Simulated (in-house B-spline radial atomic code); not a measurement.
Values are calculated unless marked as measured or tabulated.
## Two electrons in InAs: a spherical dot of radius 220 nm with hard walls with a doubly ionised double donor at its centre

For InAs the NSM archive of the Ioffe Institute lists m* = 0.023 m0 and ε = 15.15. Real donors also feel a central-cell potential, which shifts the ground state; some double donors stay shallow and helium-like, others are deep centres that this model can't describe. In so narrow a gap the band flattens within tens of meV, so real spacings are smaller, by up to some tenths.

Effective-mass model with parabolic bands, a uniform dielectric constant, no image charges, no central-cell or spin-orbit terms. Two-electron levels come from full CI in B-splines with partial waves to l = 5 (up to 0.001 effective hartree above the limit).

Question: What are the effective units, and what is the potential in them?

Answer: Ha* = 27211.386 meV × 0.023/15.15² = 2.727 meV and a* = 0.0529177 nm × 15.15/0.023 = 34.86 nm. The radius is R = 6.3 a*, with −2/r added.

In these units the lowest s and p orbitals lie at -2.0000 and -0.4953, and their Coulomb and exchange integrals are J_ss = 1.2500, J_sp = 0.4996 and K_sp = 0.03609. Full CI gives -2.9035 for the ground singlet, -2.0867 for the sp triplet, -2.0640 for the sp singlet and -2.1297 for the lowest triplet of two s orbitals.

Question: What does it cost to add the second electron, to first order and exactly?

Answer: To first order E = 2ε_s + J_ss = -2.7500, so the charging energy E(2) − 2E(1) is J_ss = 3.408 meV. CI gives -2.9035 − 2 × (-2.0000) = 1.0965, or 2.99 meV: relaxation and correlation lower it by 0.4186 meV, 12.3 % of J_ss. The s² configuration of one-electron orbitals holds 92.5 % of the state, and the mean radius is 32.4 nm.

Question: How far above the singlet do the triplets lie?

Answer: To first order the sp triplet lies at ε_s + ε_p + J_sp − K_sp = -2.0318, which is 1.958 meV above 2ε_s + J_ss. CI gives -2.0867 − (-2.9035) = 0.8168, or 2.227 meV, 54 % of the orbital spacing of 4.103 meV. The ss triplet lies 2.11 meV up, so the lower of the two is the ss one, and its gap equals k_BT at 24.5 K. The sp singlet-triplet splitting is 0.06192 meV, against 2K_sp = 0.1968 meV.
